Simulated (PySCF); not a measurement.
Compound: C2H10AlN.
SMILES: `C[CH2][AlH2-][NH3+]`

Torsions of this conformer, `[CH3:1][CH2:2][AlH2-:3][NH3+:4]`: C1–C2–Al3–N4 57°.

The closed-shell ground state was solved at several levels (PySCF, density fitting, gas phase, non-relativistic). The structure is a single PBE0-D3(BJ)/def2-SVP conformer in the gas phase; no vibrational or solvent corrections.

```
           level  basis functions  total energy (Eh)  HOMO (eV)  LUMO (eV)  gap (eV)  dipole (D)
     PBE0/6-31G*               80          -379.1183      -6.47       0.37      6.84        5.27
  PBE0/def2-SVPD              164          -378.9810      -6.71      -0.45      6.26        5.00
    HF/def2-SVPD              164          -377.7769      -9.72       1.58     11.30        5.14
 PBE0/def2-TZVPD              244          -379.2053      -6.69      -0.68      6.01        4.95
  B97-2/pcSseg-2              291          -379.4580      -6.45      -0.53      5.92        5.03
  B3LYP/pcSseg-2              291          -379.5379      -6.50      -0.89      5.61        5.02
    KT3/pcSseg-2              291          -383.6725      -5.58      -1.50      4.08        4.89
PBE0/aug-cc-pVDZ              186          -379.1567      -6.70      -0.92      5.78        4.94
  B97-D/pcSseg-2              291          -379.3924      -5.46      -1.19      4.27        5.02
     HF/pcSseg-2              291          -378.0023      -9.70       1.76     11.46        5.15
```

(1) Estimate the row for OPBE/pcSseg-2, a basis of 291 functions; the other rows only guide the guess.

(2) Over all these levels, which gives the widest orbital gap and which the narrowest?

(3) How much does the basis alone move the frontier levels among the 4 PBE0 rows?

(4) In the pcSseg-2 basis, how does the gap go with the fixed share of exact exchange?

(5) How far do the dipole and the HOMO energy spread over the levels?

## Answers

(1) Total energy -379.3856 Eh, HOMO -5.43 eV, LUMO -1.15 eV, gap 4.28 eV, dipole 4.99 D.

(2) HF/pcSseg-2 (Hartree–Fock, all exact exchange) has the widest, 11.46 eV, and KT3/pcSseg-2 (GGA) the narrowest, 4.08 eV. The two share the basis. From the narrowest to the widest the HOMO moves by -4.12 eV and the LUMO by +3.26 eV.

(3) The HOMO by 0.24 eV and the LUMO by 1.29 eV. By rising basis size (HOMO, LUMO in eV): 6-31G* -6.47, 0.37; def2-SVPD -6.71, -0.45; aug-cc-pVDZ -6.70, -0.92; def2-TZVPD -6.69, -0.68.

(4) KT3 (0 %) 4.08 eV; B97-D (0 %) 4.27 eV; OPBE (0 %) 4.28 eV; B3LYP (20 %) 5.61 eV; B97-2 (21 %) 5.92 eV; HF (100 %) 11.46 eV. Each rise in the share widens the gap here.

(5) The dipole runs from 4.89 to 5.27 D (mean 5.04 D) and the HOMO from -9.72 to -5.43 eV.

Note: B97-D ran without an empirical dispersion term, which enters the total energy and its gradient alone.
